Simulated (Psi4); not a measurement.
silacyclobutane (C₃H₈Si), singlet, geometry from GFN2-xTB; Psi4 with MP2/6-31G**.

Here is a job for Psi4.
```
memory 2 GB

molecule {
0 1
  C     0.94016925    0.39805364    0.93756297
  C     0.99930330   -0.74626934   -0.09591889
  Si   -0.77881964   -0.36144439   -0.68319456
  C    -0.38448642    1.07057269    0.52035540
  H     1.79758492    1.06860867    0.88594702
  H     0.88094386    0.00849054    1.95305098
  H     1.76805182   -0.57948533   -0.84803349
  H     1.18886207   -1.72221791    0.34515954
  H    -1.81068026   -1.29894242   -0.23630310
  H    -0.96271943   -0.02265274   -2.09491916
  H    -0.22126520    2.03238174    0.03791393
  H    -1.06721963    1.23989694    1.34991129
}

set basis 6-31g**
set scf_type pk
set mp2_type conv

energy('mp2')
print_variables()
```

The log (banner, timings and long lists left out):

```
   => Loading Basis Set <=

    Name: 6-31G**
    Role: ORBITAL
    Keyword: BASIS

         ---------------------------------------------------------
                                   SCF
               by Justin Turney, Rob Parrish, Andy Simmonett
                          and Daniel G. A. Smith
                              RHF Reference
         ---------------------------------------------------------

  ==> Geometry <==

    Molecular point group: c1
    Full point group: C1

    Geometry (in Angstrom), charge = 0, multiplicity = 1:

       Center              X                  Y                   Z               Mass
    ------------   -----------------  -----------------  -----------------  -----------------
         C            0.961591864327     0.407937910645     0.956525686318    12.000000000000
         C            1.020725914327    -0.736385069355    -0.076956173682    12.000000000000
         SI          -0.757397025673    -0.351560119355    -0.664231843682    27.976926534650
         C           -0.363063805673     1.080456960645     0.539318116318    12.000000000000
         H            1.819007534327     1.078492940645     0.904909736318     1.007825032230
         H            0.902366474327     0.018374810645     1.972013696318     1.007825032230
         H            1.789474434327    -0.569601059355    -0.829070773682     1.007825032230
         H            1.210284684327    -1.712333639355     0.364122256318     1.007825032230
         H           -1.789257645673    -1.289058149355    -0.217340383682     1.007825032230
         H           -0.941296815673    -0.012768469355    -2.075956443682     1.007825032230
         H           -0.199842585673     2.042266010645     0.056876646318     1.007825032230
         H           -1.045797015673     1.249781210645     1.368874006318     1.007825032230

  Running in c1 symmetry.

  Rotational constants: A =      0.30819  B =      0.19816  C =      0.13577 [cm^-1]
  Rotational constants: A =   9239.33084  B =   5940.76030  C =   4070.29804 [MHz]
  Nuclear repulsion =  167.706756560569147

  Charge       = 0
  Multiplicity = 1
  Electrons    = 40
  Nalpha       = 20
  Nbeta        = 20

  ==> Algorithm <==

  SCF Algorithm Type is PK.
  DIIS enabled.
  MOM disabled.
  Fractional occupation disabled.
  Guess Type is SAD.
  Energy threshold   = 1.00e-08
  Density threshold  = 1.00e-08
  Integral threshold = 1.00e-12

  ==> Primary Basis <==

  Basis Set: 6-31G**
    Blend: 6-31G**
    Number of shells: 50
    Number of basis functions: 104
    Number of Cartesian functions: 104
    Spherical Harmonics?: false
    Max angular momentum: 2

  ==> Integral Setup <==

  Using in-core PK algorithm.
   Calculation information:
      Number of atoms:                  12
      Number of AO shells:              50
      Number of primitives:            112
      Number of atomic orbitals:       104
      Number of basis functions:       104

      Integral cutoff                 1.00e-12
      Number of threads:                 1

  Performing in-core PK
  Using 29817060 doubles for integral storage.
  We computed 758043 shell quartets total.
  Whereas there are 813450 unique shell quartets.

  ==> DiskJK: Disk-Based J/K Matrices <==

    J tasked:                  Yes
    K tasked:                  Yes
    wK tasked:                  No
    Schwarz Cutoff:          1E-12

  Minimum eigenvalue in the overlap matrix is 4.7900207348E-03.
  Reciprocal condition number of the overlap matrix is 6.2883561109E-04.
    Using symmetric orthogonalization.

  ==> Pre-Iterations <==

  SCF Guess: Superposition of Atomic Densities via on-the-fly atomic UHF (no occupation information).

   -------------------------
    Irrep   Nso     Nmo
   -------------------------
     A        104     104
   -------------------------
    Total     104     104
   -------------------------

  ==> Iterations <==

                        Total Energy        Delta E     RMS |[F,P]|

[...]
  @RHF Final Energy:  -407.15881953092327
    Total Energy =                       -407.1588195309232674
  DIE_IF_NOT_CONVERGED          => (empty)
[...]
  PARENT_SYMMETRY               => (empty)
  PCG_BETA_TYPE                 => (empty)
  PCG_CONVERGENCE               => (empty)
  PCG_MAXITER                   => (empty)
  PCM                           => (empty)
  PE                            => (empty)
  PRINT                         => (empty)
  PRINT_NOONS                   => (empty)
  PROPERTIES                    => (empty)
  PROPERTIES_ORIGIN             => (empty)
  PUREAM                        => (empty)
  QC_MODULE                     => (empty)
  RAS1                          => (empty)
  RAS2                          => (empty)
  RAS3                          => (empty)
  RAS4                          => (empty)
  RELATIVISTIC                  => (empty)
  RELAXED                       => (empty)
  REMP_A                        => (empty)
  RESTRICTED_DOCC               => (empty)
  RESTRICTED_UOCC               => (empty)
  RMS_MOGRAD_CONVERGENCE        => (empty)
  R_CONVERGENCE                 => (empty)
  SCF_TYPE                      => PK              !
  SCREENING                     => (empty)
  SCS_TYPE                      => (empty)
  SOCC                          => (empty)
  SOS_TYPE                      => (empty)
  SPIN_SCALE_TYPE               => NONE            !
  SS_SCALE                      => (empty)
  SYMMETRIZE                    => (empty)
  TPDM_ABCD_TYPE                => (empty)
  WFN                           => (empty)
  WFN_TYPE                      => OMP2            !
  WRITER_FILE_LABEL             => (empty)
  ZORA_BASIS_TOLERANCE          => (empty)
  ZORA_NR_DEBUG                 => (empty)
  ZORA_PRUNING_SCHEME           => (empty)
  ZORA_RADIAL_POINTS            => (empty)
  ZORA_SPHERICAL_POINTS         => (empty)

 ==============================================================================
 ==============================================================================
 ==============================================================================

                             MP2
                    Program Written by Ugur Bozkaya,
              Additional Contributions by J. P. Misiewicz

 ==============================================================================
 ==============================================================================
 ==============================================================================

	MO spaces per irreps...

	IRREP   FC    OCC   VIR  FV
	==============================
	   A     0    20    84    0
	==============================

	Cost of iabc is     88 MB
	Cost of abcd is    376 MB
	Switching to the incore algorithm for iabc..
	Switching to the incore algorithm for abcd..

	Computing MP2 energy using SCF MOs (Canonical MP2)...
	==============================================================================
	Nuclear Repulsion Energy (a.u.)    :   167.70675656056915
	SCF Energy (a.u.)                  :  -407.15881953092327
	REF Energy (a.u.)                  :  -407.15881953092327
	Alpha-Alpha Contribution (a.u.)    :    -0.05967865821189
	Alpha-Beta Contribution (a.u.)     :    -0.43092025733415
	Beta-Beta Contribution (a.u.)      :    -0.05967865821189
	Scaled_SS Correlation Energy (a.u.):    -0.03978577214126
	Scaled_OS Correlation Energy (a.u.):    -0.51710430880098
	SCS-MP2 Total Energy (a.u.)        :  -407.71570961186552
	SOS-MP2 Total Energy (a.u.)        :  -407.67592383972425
	SCSN-MP2 Total Energy (a.u.)       :  -407.36888840782916
	SCS-MP2-VDW Total Energy (a.u.)    :  -407.77007611852281
	SOS-PI-MP2 Total Energy (a.u.)     :  -407.76210789119108
	MP2 Correlation Energy (a.u.)      :    -0.55027757375793
	MP2 Total Energy (a.u.)            :  -407.70909710468118
	==============================================================================

  Variable Map:
  ----------------------------------------------------------------------------
[...]
  Array Variable Map:
  ----------------------------------------------------------------------------
[...]
[...]
```
